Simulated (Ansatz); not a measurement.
Basis sets compared for the cluster Hg₄S₃. The state is a singlet with charge 0. Geometry r2SCAN-D4/def2-SVP. Ansatz on 4 threads of Arm Neoverse V2 on a shared host; times are rough, and most runs start from earlier orbitals.

```xyz
7

Hg    1.159   -0.547    1.533
Hg    1.932   -1.831   -0.868
Hg   -0.987    1.492   -2.154
Hg   -0.815    1.700    0.663
S     0.741    1.658    2.602
S    -1.276   -1.093    0.074
S    -0.754   -1.379   -1.850
```

In the def2 sets Hg takes a core potential; there is no spin–orbit coupling. Another isomer (singlet) lies 1.82 eV lower at PBE0-D4/def2-TZVP; other spin states weren't run for this one.

Binding counts from free atoms (Hg singlet, S triplet) in the same basis, without a counterpoise term.

```csv
level,functions,energy (Eh),HOMO (eV),LUMO (eV),binding per atom (eV),wall time
PBE-D4/def2-SVP,182,-1807.8965,-5.27,-4.16,1.12,3.2 s
PBE0-D4/def2-SVP,182,-1807.8079,-6.01,-3.64,0.99,6 s
```

**Question.** Estimate the rows for PBE-D4/def2-TZVP (with forces), PBE0-D4/def2-TZVP.

**Answer.** 
| level | functions | energy (Eh) | HOMO (eV) | LUMO (eV) | binding per atom (eV) | wall time |
| --- | --- | --- | --- | --- | --- | --- |
| PBE-D4/def2-TZVP (with forces) | 283 | -1808.3488 | -5.34 | -4.21 | 1.20 | 7.5 s |
| PBE0-D4/def2-TZVP | 283 | -1808.2566 | -6.06 | -3.65 | 1.07 | 17 s |
